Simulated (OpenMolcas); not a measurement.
Computed levels of 4d⁶ in ions with 42 electrons, in cm-1 above ⁵D₄.

```yaml
Program: OpenMolcas
Method: CASSCF
Basis: ANO-RCC-VQZP
Scalar_Hamiltonian: DKH2, point nucleus
Spin-orbit_coupling: state interaction with AMFI integrals over the reference wave functions, term energies averaged over their components
```

Active space for each ion: 6 electrons in 10 orbitals (4d 5d).

| Level | Rh3+ | Ag5+ |
| --- | --- | --- |
| ⁵D₃ | 1502 | 2486 |
| ⁵D₂ | 2382 | 3796 |
| ⁵D₁ | 2954 | 4707 |
| ⁵D₀ | 3227 | 5131 |
| ³H₆ | 19782 | 24100 |
| ³H₅ | 20228 | 24647 |
| ³P₂(1) | 20877 | 25107 |
| ³F₄(1) | 22597 | 28058 |
| ³F₃(1) | 22989 | 28115 |

Task: Estimate ⁵D₀, ³H₆, ³H₅ for Pd4+ from its neighbours Rh3+ and Ag5+.

Result: ⁵D₀ is fine structure, which grows about as the fourth power of a screened charge, so the fourth roots are averaged: ((3227^0.25 + 5131^0.25) / 2)^4 = 4097. The calculation gives 4088, so the estimate is off by +0.2 %.
³H₆ is another term, which grows about linearly with the charge: (19782 + 24100) / 2 = 21941. The calculation gives 22006, so the estimate is off by -0.3 %.
³H₅ is another term, which grows about linearly with the charge: (20228 + 24647) / 2 = 22438. The calculation gives 22509, so the estimate is off by -0.3 %.

Mixed levels, with the weight of the term that names them: Rh3+ ³F₄(1) (63 %), Pd4+ ³F₄(1) (58 %), Ag5+ ³F₄(1) (53 %).

Without dynamic correlation excited terms often stand tens of per cent too high (terms of higher spin than the ground term too low), and those without a measured partner can miss by more than the paired ones. Active for correlation alone: 5d; no level in the range computed is led by a configuration that fills it, so any true level of that kind is missing. Levels of configurations outside the active space are missing.

A number in round brackets counts repeated terms of one configuration in the order of the reference energies.
